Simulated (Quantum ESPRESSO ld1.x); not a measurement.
Problem. Re3+, configuration [Xe] 4f12 5d4 6s2 (not the ground configuration). Calculated with ld1.x of Quantum ESPRESSO 7.5: Dirac Kohn-Sham, BLYP, spin-unpolarised, spherical densities, point nucleus; open shells fill j = l - 1/2 first. Some entries of the table are withheld. Estimate them.

| orbital | occ. | eigenvalue (eV) | <r^2> (bohr^2) | <1/r> (bohr^-1) |
|---|---|---|---|---|
| 1s1/2 | 2 | -71629.4 | 0.0004477 | 88.82 |
| 2s1/2 | 2 | -12461.4 | 0.006817 | 21.65 |
| 2p1/2 | 2 | (1) | (2) | 21.60 |
| 2p3/2 | 4 | (3) | (4) | 18.04 |
| 3s1/2 | 2 | -2934.78 | 0.04447 | 7.944 |
| 3p1/2 | 2 | -2695.69 | 0.04076 | 7.857 |
| 3p3/2 | 4 | -2383.06 | 0.04731 | 6.935 |
| 3d3/2 | 4 | -1981.89 | 0.03661 | 6.829 |
| 3d5/2 | 6 | -1914.08 | 0.03840 | 6.613 |
| 4s1/2 | 2 | -660.122 | 0.2175 | 3.359 |
| 4p1/2 | 2 | -560.313 | 0.2234 | 3.250 |
| 4p3/2 | 4 | -486.400 | 0.2572 | 2.931 |
| 4d3/2 | 4 | (5) | 0.2760 | (6) |
| 4d5/2 | 6 | (7) | 0.2882 | (8) |
| 5s1/2 | 2 | -130.891 | 1.121 | 1.361 |
| 4f5/2 | 6 | -101.674 | 0.3649 | 2.257 |
| 5p1/2 | 2 | -99.0769 | 1.317 | 1.244 |
| 4f7/2 | 6 | -98.9586 | 0.3744 | 2.228 |
| 5p3/2 | 4 | -86.4048 | 1.536 | 1.133 |
| 5d3/2 | 4 | -42.6207 | 2.550 | 0.8721 |
| 5d5/2 | 0 | -41.1428 | 2.681 | 0.8480 |
| 6s1/2 | 2 | -33.4898 | 6.255 | (9) |

Solution. 
(1) 2p1/2 eigenvalue (eV): -11925.0
(2) 2p1/2 <r^2> (bohr^2): 0.004860
(3) 2p3/2 eigenvalue (eV): -10485.0
(4) 2p3/2 <r^2> (bohr^2): 0.006058
(5) 4d3/2 eigenvalue (eV): -322.513
(6) 4d3/2 <1/r> (bohr^-1): 2.726
(7) 4d5/2 eigenvalue (eV): -308.722
(8) 4d5/2 <1/r> (bohr^-1): 2.650
(9) 6s1/2 <1/r> (bohr^-1): 0.5440
